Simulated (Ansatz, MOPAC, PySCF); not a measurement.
System: BNH3, net charge 0, doublet state. SMILES: B[NH]
Geometry from a B3LYP-D3(BJ)/def2-TZVP (Ansatz, a first-principles code) optimisation:
```xyz
5

B     -0.6755     0.1489    -0.0061
N      0.6301    -0.0972     0.0059
H     -1.4467    -0.7808    -0.0183
H     -1.1064     1.2696    -0.0052
H      1.5198    -0.5528     0.0128
```
Charge 0, spin multiplicity 2.

Unscaled harmonic wavenumbers (cm⁻¹) in rising order, each level at the stationary point that it reaches from this structure (no distance between atoms moves by over 0.3 Å); the order of modes can differ between levels, and a negative number is imaginary. B3LYP-D3(BJ)/def2-TZVP (PySCF, at the structure above): 127, 308, 757, 919, 1078, 1393, 2460, 2540, 3753.

AM1 (MOPAC): 248, 441, 719, 945, 1015, 1616, 3075, 3182, 3669. Zero-point energy 21.3 against 19.1 kcal/mol; where all levels lie over 400 cm⁻¹, the wavenumbers are on average 1.080 times those of B3LYP-D3(BJ)/def2-TZVP.

PM3 (MOPAC): 316, 589, 688, 866, 923, 1529, 2532, 2659, 3628. Zero-point energy 19.6 against 19.1 kcal/mol; where all levels lie over 400 cm⁻¹, the wavenumbers are on average 0.978 times those of B3LYP-D3(BJ)/def2-TZVP.

HF/3-21G (Ansatz): 285, 366, 909, 1060, 1226, 1411, 2679, 2759, 3860. Zero-point energy 20.8 against 19.1 kcal/mol; where all levels lie over 400 cm⁻¹, the wavenumbers are on average 1.101 times those of B3LYP-D3(BJ)/def2-TZVP.

B3LYP/6-31G* (Ansatz): 121, 290, 769, 921, 1096, 1401, 2503, 2584, 3771. Zero-point energy 19.2 against 19.1 kcal/mol; where all levels lie over 400 cm⁻¹, the wavenumbers are on average 1.011 times those of B3LYP-D3(BJ)/def2-TZVP.
